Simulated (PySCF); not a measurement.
Do core-level shifts follow atomic charges?

Compound: C4H9O2P.
Atom-mapped SMILES: `[CH3:1][O:2]/[CH:3]=[P:4]\[CH2:5][O:6][CH3:7]`

Binding energies: delta-SCF UKS SCAN, pcX-2 on the ionised atom, pcseg-1 elsewhere, spin-free X2C (PySCF 2.14.0). Charges: PBE0/pcSseg-1 ground-state density, for the ionised atom.

```tsv
atom	environment	C 1s (eV)	Mulliken (e)	IAO (e)	Hirshfeld (e)	ESP (e)
C5	sp3 carbon bound to oxygen	291.43	-0.168	-0.216	-0.050	+0.456
C3	carbon bonded to O, P and H	291.70	-0.104	-0.157	-0.019	-0.005
C7	methoxy carbon	291.84	-0.042	-0.195	-0.045	+0.128
C1	methoxy carbon	292.68	-0.052	-0.203	-0.024	-0.333
```

Question: How well does each charge scheme correlate with the binding energies over these sites?

Answer: Mulliken: r = 0.71, slope 6.6 eV per e; Hirshfeld: r = 0.55, slope 19.4 eV per e; IAO: r = -0.10, slope -2.1 eV per e; ESP: r = -0.92, slope -1.5 eV per e. Mulliken charges have the highest r, on only 4 points.

Question: The point-charge model writes a binding energy as kq + V + constant, with V the potential of the other atoms' charges at the site. What does it give with the ESP charges?

Answer: V = Σ 14.40 eV Å × q/r over all other atoms: -6.54 eV at C5, -0.53 eV at C3, -2.34 eV at C7, +5.29 eV at C1. Fitting binding energy − V to q gives k = 13.4 eV per e and leaves an rms residual of 0.27 eV, against 0.19 eV for the fit on q alone. The model has no term for differences in relaxation between sites.

The unrestricted hole states depart most from a pure doublet (⟨S²⟩ = 0.75; over 0.85 named) for C 1s of C3 (0.94), which makes this value less certain. The structure is a single PBE0-D3(BJ)/def2-SVP conformer in the gas phase; no vibrational or solvent corrections.

Shape of the structure used: `[CH3:1][O:2]/[CH:3]=[P:4]\[CH2:5][O:6][CH3:7]`: C1–O2–C3–P4 179°, C3–P4–C5–O6 75°, P4–C5–O6–C7 68°.
